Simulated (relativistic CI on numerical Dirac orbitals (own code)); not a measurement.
# Charge states of terbium

Calculated at this level of theory: Dirac-Coulomb-Breit CI, KLI orbitals optimised for each configuration, QED by a radiative potential, valence Slater integrals scaled by 0.9 (own radial code, finite nucleus).

Each species is treated in one configuration, given outside its closed core. Radial values are for the open shell of highest l, unscaled and averaged over j; ζ includes the Breit term. Labels give the leading LS character, summed over repeated terms.

| Ion | Configuration | Its lowest level | LS weight (%) | Next level | E (cm⁻¹) | ⟨r⟩ (bohr) | ⟨r²⟩ (bohr²) | ζ (cm⁻¹) |
| --- | --- | --- | --- | --- | --- | --- | --- | --- |
| Tb⁵⁴⁺ | 3s | 2S_1/2 | 100 |  |  | 0.2144 | 0.05248 |  |
| Tb⁵⁵⁺ | 2s2.2p6 | 1S_0 | 100 |  |  |  |  |  |
| Tb⁵⁶⁺ | 2s2.2p5 | 2P°_3/2 | 100 | 2P°_1/2 | 6.2034e+06 | 0.07824 | 0.007455 | 4.13e+06 |
| Tb⁵⁷⁺ | 2s2.2p4 | ? | ? | ? | ? | ? | ? | ? |
| Tb⁵⁸⁺ | 2s2.2p3 | J = 3/2 (mixed) | 48 | 4S°_3/2 | 6.1459e+06 | 0.07717 | 0.007243 | 4.263e+06 |
| Tb⁵⁹⁺ | 2s2.2p2 | 3P_0 | 69 | 3P_1 | 6.276e+06 | 0.07665 | 0.007141 | 4.331e+06 |
| Tb⁶⁰⁺ | 2s2.2p | 2P°_1/2 | 100 | 2P°_3/2 | 6.6073e+06 | 0.07615 | 0.007044 | 4.399e+06 |
| Tb⁶¹⁺ | 2s2 | 1S_0 | 100 |  |  |  |  |  |
| Tb⁶²⁺ | 2s | 2S_1/2 | 100 |  |  | 0.0862 | 0.00879 |  |
| Tb⁶³⁺ | 1s2 | 1S_0 | 100 |  |  |  |  |  |

(1) Fill in the row of Tb⁵⁷⁺.

Answers

(1) Its lowest level 3P_2; LS weight (%) 69; Next level 1S_0; E (cm⁻¹) 387630; ⟨r⟩ (bohr) 0.0777; ⟨r²⟩ (bohr²) 0.007347; ζ (cm⁻¹) 4.196e+06.
